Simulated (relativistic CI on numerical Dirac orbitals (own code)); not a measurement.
# d6 in a ligand field

Computed with a parametric ligand-field model of a d^n configuration (Racah B and C, spin-orbit zeta, crystal field), exact diagonalisation.

Field parameters in Wybourne normalisation: Oh B⁴₀ = 21Dq, B⁴₄ = √(5/14) B⁴₀. The field is a parameter set, without covalency.

(1) Ground term and bands for B = 920, C = 4020, ζ = 0 cm⁻¹, Oh, 10Dq = 19320 cm⁻¹?

(2) Ground term and bands for B = 920, C = 4020, ζ = 0 cm⁻¹, Oh, 10Dq = 13800 cm⁻¹?

(3) Ground term and bands for B = 920, C = 4020, ζ = 0 cm⁻¹, Oh, 10Dq = 10120 cm⁻¹?

(4) Ground term and bands for B = 920, C = 4020, ζ = 0 cm⁻¹, Oh, 10Dq = 8280 cm⁻¹?

(5) Ground term and bands for B = 920, C = 4020, ζ = 0 cm⁻¹, Oh, 10Dq = 26680 cm⁻¹?

Answers

(1) Ground term 1A1 with 0.07 electrons in the two orbitals of the cubic e set. Spin-allowed: 1T1 17028 cm⁻¹ (587 nm), 1T2 27558 cm⁻¹ (363 nm), 1E 36106 cm⁻¹ (277 nm), 1T2 36186 cm⁻¹ (276 nm). Lowest spin-forbidden: 5T2 4589 cm⁻¹ (2179 nm), 3T1 8267 cm⁻¹ (1210 nm), 3T2 13490 cm⁻¹ (741 nm).

(2) Ground term 5T2 with 2.00 electrons in the two orbitals of the cubic e set. Spin-allowed: 5E 13800 cm⁻¹ (725 nm). Lowest spin-forbidden: 1A1 6006 cm⁻¹ (1665 nm), 3T1 8892 cm⁻¹ (1125 nm), 3T2 13406 cm⁻¹ (746 nm).

(3) Ground term 5T2 with 2.00 electrons in the two orbitals of the cubic e set. Spin-allowed: 5E 10120 cm⁻¹ (988 nm). Lowest spin-forbidden: 3T1 12292 cm⁻¹ (814 nm), 1A1 12960 cm⁻¹ (772 nm), 3T2 16078 cm⁻¹ (622 nm).

(4) Ground term 5T2 with 2.00 electrons in the two orbitals of the cubic e set. Spin-allowed: 5E 8280 cm⁻¹ (1208 nm). Lowest spin-forbidden: 3T1 13953 cm⁻¹ (717 nm), 1A1 16384 cm⁻¹ (610 nm), 3T2 17251 cm⁻¹ (580 nm).

(5) Ground term 1A1 with 0.05 electrons in the two orbitals of the cubic e set. Spin-allowed: 1T1 24149 cm⁻¹ (414 nm), 1T2 35892 cm⁻¹ (279 nm), 1T2 50106 cm⁻¹ (200 nm), 1E 50433 cm⁻¹ (198 nm). Lowest spin-forbidden: 3T1 15492 cm⁻¹ (645 nm), 5T2 18889 cm⁻¹ (529 nm), 3T2 21283 cm⁻¹ (470 nm).
